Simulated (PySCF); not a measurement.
GaN: frontier orbitals

BP86 at R = 2.005 Å; PySCF, spin-free X2C with a Gaussian nucleus, basis sets Ga x2c-TZVPPall, N x2c-TZVPPall. State: ³Σ⁻ (triplet), unpaired electrons π ↑↑. Only the outer orbitals are listed, counted within each symmetry.

```tsv
spin	orbital	occ.	ε (eV)	on Ga (%)	main shells (%)
α	9σ	1	-9.31	71	70 Ga s, 23 N p
α	4π	1	-7.25	9	91 N p
α	4π	1	-7.25	9	91 N p
α	10σ	1	-5.58	44	55 N p, 24 Ga s, 19 Ga p
α	5π	0	-2.27	95	94 Ga p
α	5π	0	-2.27	95	94 Ga p
β	8σ	1	-15.90	18	80 N s, 8 Ga s
β	9σ	1	-8.86	75	74 Ga s, 16 N p, 9 N s
β	10σ	1	-5.01	40	59 N p, 22 Ga p, 17 Ga s
β	4π	0	-4.44	32	68 N p, 30 Ga p
β	4π	0	-4.44	32	68 N p, 30 Ga p
β	5π	0	-1.64	74	70 Ga p, 26 N p
```

Problem. Which are the highest filled and the lowest empty level, where do they sit, and how wide is the gap?

Solution. Highest filled β 10σ at -5.01 eV (in %: 59 N p, 22 Ga p, 17 Ga s); lowest empty β 4π at -4.44 eV (in %: 68 N p, 30 Ga p); the gap at BP86 is 0.57 eV.

```json
{
  "bond order (Mayer)": "0.97",
  "⟨S²⟩": "2.006",
  "charge on Ga (Mulliken, basis-dependent)": "0.30",
  "charge on Ga (Löwdin, basis-dependent)": "0.18",
  "dipole moment (positive dipole means Ga(−)N(+))": "-1.77 D"
}
```

Spin–orbit coupling is left out. The state was picked by a PBE0 search and need not be the measured ground state.
